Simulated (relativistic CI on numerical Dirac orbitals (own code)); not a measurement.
## Yb52+: computed level list

These numbers are calculated, not measured: Dirac-Coulomb-Breit CI, KLI orbitals optimised for each configuration, QED by a radiative potential, unscaled Slater integrals (own radial code, finite nucleus).

CI space (outside the closed core [Ne]): 3s2 3p6, 3s2 3p5 3d, 3s 3p6 3d, 3s2 3p5 4s, 3s2 3p5 4p, 3s2 3p5 4d, 3s 3p6 4s, 3p6 3d 4p, 3p6 3d2, 3p5 3d3, 3p5 3d2 4s, 3p5 3d2 4p, 3p5 3d2 4d, 3p6 3d 4s, 3p5 3d 4s2, 3p5 3d 4s 4p, 3p5 3d 4s 4d. Double excitations out of closed p, d and f shells are left out; levels of such configurations are missing from the list, as are those of other unlisted configurations, and high levels can miss mixing partners.

```csv
No.,Configuration,Term,J,E (eV),%,Landé g,Lifetime (s)
1,3s2 3p6,1S,0,0.00,100,,
2,3s2 3p5 3d,3P°,0,220.46,100,,
3,3s2 3p5 3d,3P°,1,230.68,70,1.193,2.14e-10
4,3s2 3p5 3d,3F°,3,235.23,56,1.059,2.95e-01
5,3s2 3p5 3d,3D°,2,239.07,53,1.069,3.30e-04
6,3s2 3p5 3d,3F°,4,288.59,100,1.239,1.12e-06
7,3s2 3p5 3d,1D°,2,293.62,47,1.197,7.40e-07
8,3s2 3p5 3d,3D°,3,304.45,70,1.223,6.31e-07
9,3s2 3p5 3d,1P°,1,331.92,49,0.934,1.31e-12
10,3s2 3p5 3d,3F°,2,495.57,72,0.760,6.00e-09
11,3s2 3p5 3d,1P°,1,532.38,50,0.841,3.25e-13
12,3s2 3p5 3d,3P°,2,557.01,44,1.263,5.96e-09
13,3s2 3p5 3d,3F°,3,561.76,42,1.101,5.61e-09
14,3s 3p6 3d,3D,1,697.77,100,0.489,3.35e-13
15,3s 3p6 3d,3D,2,703.81,73,1.110,3.32e-13
16,3s 3p6 3d,3D,3,757.90,100,1.322,3.34e-13
17,3s 3p6 3d,1D,2,771.16,73,1.035,3.45e-13
18,3p6 3d2,3F,2,1410.89,75,0.755,
19,3p6 3d2,3P,0,1433.56,72,,
20,3p6 3d2,3F,3,1467.38,100,1.073,
21,3p6 3d2,3P,2,1478.04,49,1.170,
22,3p6 3d2,1G,4,1480.66,67,1.072,
23,3p6 3d2,3P,1,1482.56,100,1.491,
24,3p6 3d2,3F,4,1532.27,67,1.157,
25,3p6 3d2,3P,2,1540.54,48,1.209,
26,3p6 3d2,1S,0,1564.84,72,,
27,3p5 3d3(2D),3D°,2,1632.89,26,1.090,
28,3p5 3d3(4F),5D°,1,1637.01,30,0.991,
29,3p5 3d3(4F),5D°,0,1641.33,55,,
30,3p5 3d3(2D),3F°,3,1643.31,24,1.049,
31,3p5 3d3(4F),5F°,3,1681.14,38,1.279,
32,3p5 3d3(4F),5G°,4,1686.46,35,1.198,
33,3p5 3d3(4P),5S°,2,1687.76,32,1.590,
34,3p5 3d3(4F),5D°,2,1690.33,39,1.060,
35,3p5 3d3(4F),5D°,1,1692.36,40,0.941,
36,3p5 3d3(2F),3G°,5,1694.43,30,1.159,
37,3p5 3d3(4F),3G°,3,1695.29,42,1.026,
38,3p5 3d3(2G),3H°,6,1695.86,44,1.117,
39,3p5 3d3(4P),3P°,0,1696.15,42,,
40,3p5 3d3(2G),3F°,4,1696.45,32,1.101,
41,3p5 3d3(4F),3G°,4,1702.43,36,1.087,
42,3p5 3d3(4P),3D°,2,1704.27,32,1.204,
43,3p5 3d3(4F),3G°,3,1704.36,24,1.159,
44,3p5 3d3(2P),3S°,1,1704.99,34,1.646,
45,3p5 3d3(2G),3G°,5,1710.29,32,1.081,
46,3p5 3d3(4P),5D°,4,1720.51,35,1.248,
47,3p5 3d3(4P),3P°,2,1724.78,31,1.241,
48,3p5 3d3(4P),3D°,1,1732.74,37,0.809,
49,3p5 3d3(2D),3D°,3,1732.86,32,1.177,
50,3p5 3d3(2G),3F°,2,1736.12,48,0.828,
51,3p5 3d3(2H),3G°,3,1738.10,57,0.928,
52,3p5 3d3(4F),5F°,4,1741.74,28,1.212,
53,3p5 3d3(4F),5G°,5,1745.74,37,1.202,
54,3p5 3d3(2D),3D°,2,1747.20,32,1.174,
55,3p5 3d3(4F),5G°,6,1749.09,52,1.180,
56,3p5 3d3(2H),3G°,3,1755.38,25,1.149,
57,3p5 3d3(4F),3G°,5,1755.99,33,1.155,
58,3p5 3d3(4P),3P°,1,1756.07,63,1.437,
59,3p5 3d3(2H),3I°,7,1756.46,100,1.132,
60,3p5 3d3(2P),3D°,2,1756.84,32,1.351,
61,3p5 3d3(2D),3F°,4,1757.99,38,1.179,
62,3p5 3d3(2D),3D°,3,1762.14,40,1.263,
63,3p5 3d3(2F),3D°,1,1763.33,50,0.891,
64,3p5 3d3(2D),3F°,4,1767.30,46,1.138,
65,3p5 3d3(2F),3F°,3,1767.94,43,1.230,
66,3p5 3d3(2H),3H°,6,1768.37,69,1.106,
67,3p5 3d3(2F),1G°,4,1769.86,37,1.137,
68,3p5 3d3(2F),3G°,5,1769.90,70,1.133,
69,3p5 3d3(4P),3D°,1,1769.92,52,0.821,
70,3p5 3d3(2D),3P°,0,1773.88,79,,
```

Energies count from the lowest computed level; ° marks odd parity; lifetimes are radiative, by E1, M1, E2, M2, E3 decay to levels of this space only; some are left blank where a channel outside the calculation adds to the decay or the decay crosses a small, uncertain gap. Percentages are summed over parent terms; the parents shown are those of the largest component, closed shells are left out there.

The mean weight of the leading LS term, summed over parents, in these 70 levels is 53 %, and that of the leading jj configuration (from the same eigenvectors) 96 %, so jj coupling describes them better and the LS labels are nominal.

At this charge energies of transitions that change n are usually good to better than 1 %, and those within a shell (Δn = 0) to a few per cent.

LS names give the leading component of a level, which can be under half, so a name can repeat, a term be missing and a line seem to break the LS rules.
